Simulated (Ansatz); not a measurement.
Calculated with Ansatz (gas phase, PBE0-D4/def2-TZVP geometries, no zero-point term in ΔE). CBS: MP2 limit from def2 TZ/QZ plus the TZ coupled-cluster correction, frozen cores. This one scheme is used for every species. DFT in def2-TZVPP. Each species was taken in one conformer, which may not be the lowest.

`O[SiH](O)[SiH3]` + `[OH][AlH2]` → `O[SiH](O)[O][AlH2]` + SiH₄  (cleavage of the Si–Si bond)

`O[SiH](O)[SiH3]`:

Cartesian coordinates in Å:
```
O -0.688 -1.831 -0.370
Si -0.666 -0.184 -0.416
O -0.104 0.408 -1.846
Si 0.766 0.726 1.201
H 0.156 -2.286 -0.402
H -2.095 0.174 -0.222
H -0.626 0.243 -2.633
H 2.146 0.197 1.013
H 0.304 0.344 2.563
H 0.807 2.210 1.111
```

`[OH][AlH2]`:

Cartesian coordinates in Å:
```
O 1.172 -0.221 -0.242
Al -0.397 0.273 0.172
H 1.368 -1.064 -0.647
H -1.623 -0.689 -0.114
H -0.520 1.700 0.831
```

`O[SiH](O)[O][AlH2]`:

Cartesian coordinates in Å:
```
O -1.973 -0.886 -0.344
Si -0.556 -0.741 0.471
O 0.332 -2.052 0.076
O 0.162 0.654 0.078
Al 1.373 1.787 -0.235
H -2.477 -0.085 -0.493
H -0.743 -0.763 1.934
H 0.097 -2.504 -0.736
H 0.903 3.202 -0.756
H 2.882 1.389 0.004
```

SiH₄:

Cartesian coordinates in Å:
```
Si 0.000 0.000 0.000
H -0.654 -1.300 0.293
H 0.680 -0.075 -1.317
H 0.999 0.301 1.056
H -1.025 1.074 -0.032
```

CCSD(T)/CBS gives -155.0 kJ/mol.

Question: Another level gave -162.0 kJ/mol. Which?
A. PBE0-D4/def2-TZVPP
B. MP2/def2-TZVPP
C. PBE/def2-TZVPP
D. r2SCAN/def2-TZVPP

Answer: B. MP2/def2-TZVPP -162.0, r2SCAN -149.9, PBE0-D4 -137.9, PBE -125.3 kJ/mol.

Largest T1 diagnostic among the species: 0.013.

In def2-TZVPP, CCSD(T) changes the Hartree–Fock value by +27.3 kJ/mol (the triples alone add +3.9 kJ/mol) and MP2 by +22.3 kJ/mol. From PBE to PBE0 (25 % exact exchange), in def2-TZVPP and without D4, ΔE moves by −12.4 kJ/mol.
